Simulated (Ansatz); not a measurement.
Molecule: 1,1,1,2-tetrafluoroethane, C2H2F4 (charge 0, singlet). 
Coordinates optimised at B3LYP-D3(BJ)/def2-TZVP (Ansatz, an electronic-structure program):
SMILES: FC(F)(F)CF
```xyz
8

F     -1.6811    -0.9996     0.1245
C     -1.1517     0.2566    -0.0625
C      0.3646     0.1829    -0.0217
F      0.8538    -0.6115    -0.9848
F      0.8125    -0.2755     1.1561
F      0.8677     1.4206    -0.2063
H     -1.4937     0.9174     0.7350
H     -1.4596     0.6393    -1.0362
```
Charge 0, spin multiplicity 1.

Quantity: atomisation energy (electronic, to ground-state atoms), in kcal/mol. Cores are frozen in the correlated levels unless marked. Open shells are spin-unrestricted. No spin-orbit coupling. Non-relativistic. The coupled-cluster limit lacks core correlation, which all-electron functionals hold. CBS marks a two-point X^-3 extrapolation of the correlation energy; Hartree-Fock from the larger set.

```tsv
level	program	atomisation energy (kcal/mol)
PBE-D4/def2-TZVPD	Ansatz + dftd4	…
BLYP/def2-TZVPD	Ansatz	…
PBE0/STO-3G	Ansatz	799.5
PBE0/6-31G*	Ansatz	771.8
r2SCANh-D4/def2-TZVPD	Ansatz + dftd4	756.0
r2SCANh/def2-TZVPD	Ansatz	755.4
LC-wPBE/def2-TZVPD	Ansatz	…
wB97M-V/def2-TZVPD	Ansatz	762.9
B2PLYP/def2-TZVPD	Ansatz	…
SCS-MP2/aug-cc-pVDZ	Ansatz	722.5
CCSD/cc-pVQZ	Ansatz	735.4
CCSD(T)/CBS(aug-cc-pVTZ,aug-cc-pVQZ)	Ansatz	762.2
```

**Question.** Some entries are withheld; supply them.

**Answer.** 
- PBE-D4/def2-TZVPD, atomisation energy (kcal/mol): 793.5
- BLYP/def2-TZVPD, atomisation energy (kcal/mol): 756.8
- LC-wPBE/def2-TZVPD, atomisation energy (kcal/mol): 767.7
- B2PLYP/def2-TZVPD, atomisation energy (kcal/mol): 751.0
